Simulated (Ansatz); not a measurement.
## A basis-limit estimate, worked out

An elementary step of Si2NH8OF3, singlet (Si₂NH₇OF₂ ([NH3][Si]([OH])([F])([F])[SiH3]) + HF → SiNH₄OF₃ ([NH3][Si]([OH])([F])([F])[F]) + SiH₄; bonds formed: Si1–F9, Si2–H8; bonds broken: Si1–Si2, H8–F9). “Start” is the structure reached by relaxing down from the saddle towards the reactants; PBE0-D4/def2-TZVP structures. The saddle:

```
atom    x (Å)    y (Å)    z (Å)
 Si1   0.1781   0.1354  -0.2423
 Si2  -1.8909  -0.6105   1.0920
  F3  -0.1420  -0.9053  -1.4617
  F4   0.7723   0.9485   1.0678
  O5  -0.5962   1.4257  -0.9443
  H6   2.3436  -0.5767  -1.2006
  N7   1.9285   0.3388  -1.0567
  H8  -0.1247  -1.2572   0.9151
  F9   0.9617  -1.4627   0.6631
 H10  -2.2632   0.7177   1.6479
 H11  -1.9534  -1.5827   2.2271
 H12  -2.8881  -1.0329   0.0775
 H13  -0.6787   2.1750  -0.3514
 H14   2.5422   0.8988  -0.4740
 H15   1.8109   0.7883  -1.9597
```

Ansatz 0.2.0; basis: def2-TZVPP and def2-QZVPP; cores frozen in the correlated methods.

Energies in eV:

| quantity | saddle | start |
| --- | --- | --- |
| Hartree–Fock, triple zeta (X = 3) | -27496.99997 | -27498.55200 |
| Hartree–Fock, quadruple zeta (X = 4) | -27498.03948 | -27499.59815 |
| MP2 correlation, X = 3 | -41.56609 | -41.00853 |
| MP2 correlation, X = 4 | -45.16142 | -44.61292 |
| CCSD(T) correlation, X = 3 | -43.97173 | -43.45885 |

**Question.** Work out the barrier at the basis limit: extrapolate Hartree–Fock as E(X) = E∞ + A exp(−7.88 √X) and the MP2 correlation as E(X) = E∞ + B X^−2.97 (the exponents that Neese and Valeev fitted for def2-TZVPP and QZVPP), then add CCSD(T) − MP2 in triple zeta.

**Answer.** Each step is linear, so take the differences first (saddle − start): Hartree–Fock 1.55203 (X = 3) and 1.55867 (X = 4); MP2 correlation -0.55756 and -0.54850; CCSD(T) correlation -0.51288.
Two points give E∞ = E(4) + w [E(4) − E(3)], with w = 1/(exp(7.88 (2 − √3)) − 1) = 0.1377 for Hartree–Fock and w = 1/((4/3)^2.97 − 1) = 0.7407 for the correlation.
Hartree–Fock: 1.55867 + 0.1377 × 0.00664 = 1.5596 eV.
MP2 correlation: -0.54850 + 0.7407 × 0.00906 = -0.5418 eV.
CCSD(T) − MP2: -0.51288 − (-0.55756) = 0.0447 eV.
Sum: 1.5596 + (-0.5418) + 0.0447 = 1.0625 eV, or 24.50 kcal/mol. Plain CCSD(T) in triple zeta gives 1.0392 eV, so the larger basis shifts the result by 0.0233 eV.

The T1 diagnostic stays at or below 0.013.

Labels in which every atom is bracketed show which atoms are joined, not bond orders.

For scale, one of the runs: CCSD(T)/def2-TZVPP, 351 basis functions, launched by `ansatz run in.yaml --threads 4 --pin off --events-out ev --progress --plain --max-ram 66560MiB --backend cuda --devices 0, --max-vram 37GiB`. Time: 28 s of wall clock on 4 CPU threads of an AMD EPYC 7R13 and a share of one NVIDIA H100; the host was shared. Peak host memory: 0.86 GiB.
